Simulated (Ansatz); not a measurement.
`BOC=C` and `BOC(=C)N` differ in one atom or group.

Ansatz, PBE0-D4/def2-TZVP geometries, multiplicity 1. Each molecule was computed in one conformer, which needn't be the lowest.

| property | `BOC=C` |
| --- | --- |
| HOMO–LUMO gap (PBE/def2-TZVPP) / eV | 4.58 |
| HOMO–LUMO gap (B3LYP/def2-TZVPP) / eV | 6.21 |
| HOMO energy (PBE/def2-TZVPP) / eV | -6.43 |
| LUMO energy (PBE/def2-TZVPP) / eV | -1.84 |
| HOMO energy (B3LYP/def2-TZVPP) / eV | -7.29 |
| size of the dipole moment (B3LYP/def2-TZVPP) / D | 1.08 |

Task: Give the same properties after the change, and the shifts. (Estimate.)

Result: Ansatz gave: 
| property | `BOC(=C)N` | shift |
| --- | --- | --- |
| HOMO–LUMO gap (PBE/def2-TZVPP) / eV | 3.42 | -1.16 |
| HOMO–LUMO gap (B3LYP/def2-TZVPP) / eV | 5.01 | -1.20 |
| HOMO energy (PBE/def2-TZVPP) / eV | -5.24 | 1.19 |
| LUMO energy (PBE/def2-TZVPP) / eV | -1.82 | 0.02 |
| HOMO energy (B3LYP/def2-TZVPP) / eV | -6.12 | 1.17 |
| size of the dipole moment (B3LYP/def2-TZVPP) / D | 2.17 | 1.09 |

Dipoles are sizes alone; their direction can turn.

B3LYP here is the variant with VWN-RPA as its local correlation; programs differ in this.
